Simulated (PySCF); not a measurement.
## RhSe₂, doublet: structure and spectrum

All numbers come from PySCF, UPBE, basis Rh def2-SVP with ECP28, Se def2-SVP (scalar-relativistic core potentials, no spin–orbit coupling, density fitting).

The structure is a minimum.

| Property | Result |
| --- | --- |
| Point group | C2v |
| Bond lengths | Rh–Se 2.198 Å (×2) |
| Bond angles | Se–Rh–Se 118.9° |
| Zero-point energy | 4.6 kJ/mol |
| Heat capacity Cp at 298.15 K | 54.7 J/(mol K) |
| Principal polarisabilities | 55.6, 66.6, 145.2 bohr³ |
| Dipole moment | 0.54 D |
| Lowest empty level (α) | -5.16 eV |
| Highest occupied level (β) | -5.54 eV |
| Rotational symmetry number | 2 |
| Spin squared ⟨S²⟩ | 0.754 |
| Principal quadrupole moments (Buckingham, traceless) about the centre of mass | -3.66, 0.51, 3.15 D Å |
| Atomisation energy without zero-point energy | 710 kJ/mol |
| Rotational constants | 0.216, 0.02942, 0.0259 cm⁻¹ |
| Enthalpy at 298.15 K above 0 K | 13.87 kJ/mol |
| Entropy at 298.15 K and 1 bar (electronic part: spin only) | 324.7 J/(mol K) |

Harmonic modes (masses in u: Rh 102.906, Se 79.917):
| symmetry | ω (cm⁻¹) | IR (km/mol) | type |
| --- | --- | --- | --- |
| a1 | 77 | 0.0 | bend |
| a1 | 323 | 1.7 | stretch |
| b2 | 376 | 16.1 | stretch |

In C2v the vibrations span 2a1 + b2. Here b1 is antisymmetric to the molecular plane and b2 lies in it.

Charges (e):
```json
{"atom": "Rh1", "Mulliken": "-0.04", "Löwdin": "-0.75", "polar tensor": "0.44", "spin (Mulliken)": "0.51", "Mayer order to Rh1": "–"}
{"atom": "Se2,3", "Mulliken": "0.02", "Löwdin": "0.38", "polar tensor": "-0.22", "spin (Mulliken)": "0.25", "Mayer order to Rh1": "1.97"}
```
Other Mayer orders above 0.3: Se–Se 0.75.

Mulliken populations on Rh1 (electrons outside its core potential): s 2.61, p 6.42, d 8.00, f 0.00.

Outer orbital energies (eV). α occupied: -9.17, -8.32, -8.17, -7.48, -6.67, -5.96, -5.73, -5.65; empty: -5.16, -4.44, -1.69, 0.13. β occupied: -9.14, -9.04, -8.19, -7.82, -7.35, -6.34, -5.77, -5.54; empty: -5.05, -5.03, -4.27, -1.35.

Formally Rh is in oxidation state +4, d5, with 1 unpaired electron (the high-spin count would be 5). The Mulliken spin on Rh is 0.51. The polar-tensor charge on Rh, 0.44, is far below the formal one.

Only a few start shapes were tried, so a lower isomer may exist. Open d and f shells are described by one determinant, and the ground state may have another occupation or spin.

The final relaxation and frequency run took 32 s on 4 threads of a shared Intel Xeon 6975P-C (Granite Rapids) host, with 95 basis functions and 11 gradients; the process peaked at 0.79 GiB.
